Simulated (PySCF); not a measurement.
A calculated (UHF, PySCF 2.14, aug-cc-pVDZ, the non-relativistic Hamiltonian (point nucleus)) atom or ion has these occupied shells.

| shell | electrons | orbital energy (eV) | rms radius, mean of both spins (bohr) |
| --- | --- | --- | --- |
| 1s α | 1 | -5491.0 | 0.0776 |
| 1s β | 1 | -5490.9 | 0.0776 |
| 2s α | 1 | -658.20 | 0.335 |
| 2s β | 1 | -656.38 | 0.335 |
| 2p α | 3 | -553.37 | 0.304 |
| 2p β | 3 | -551.64 | 0.304 |
| 3s α | 1 | -97.123 | 1.03 |
| 3s β | 1 | -91.033 | 1.03 |
| 3p α | 3 | -66.056 | 1.11 |
| 3p β | 3 | -58.866 | 1.11 |
| 3d α | 3 | -21.586 | 1.48 |
| 4s α | 1 | -13.616 | 3.36 |

Name the element and its charge.

V⁺ (vanadium, charge +1), in [Ar] 3d3 4s1, high-spin 5F determinant (an excited configuration).
